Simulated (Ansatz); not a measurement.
System: Pb$_{2}$H, charge -1, multiplicity 1. It need not be the lowest isomer of its formula. Whether it binds its extra electron was not tested at this geometry. 
Geometry from a B3LYP-D3(BJ)/def2-TZVP (Ansatz, a quantum-chemistry and plane-wave program) optimisation:
SMILES: [PbH]#[Pb-]
```xyz
3

Pb     0.0000     0.0000    -1.3598
Pb     0.0000     0.0000     1.3214
H      0.0000     0.0000     3.1451
```
Charge -1, spin multiplicity 1.

Basis-set convergence of Hartree-Fock and MP2 correlation energies (hartree) with Ansatz. Valence correlation only, unless marked. Spin-orbit coupling is left out. Frozen are the shells of the preceding noble gas and the d and f shells that filled before the atom's block. In def2 rows, elements after Kr have scalar-relativistic effective core potentials. This anion needs diffuse functions, which these sets lack.

The Hartree-Fock reference is unstable (checked in the largest basis), which strains HF and MP2. 

```csv
basis,functions,E(HF),"E(corr, MP2)"
def2-SVP,57,-384.23079,-0.16101
def2-TZVPP,114,-384.24780,-0.19198
def2-QZVPP,194,[?],[?]
```

Q: Fill in the missing entries.

A: 
- def2-QZVPP, E(HF): -384.25100
- def2-QZVPP, E(corr, MP2): -0.20608
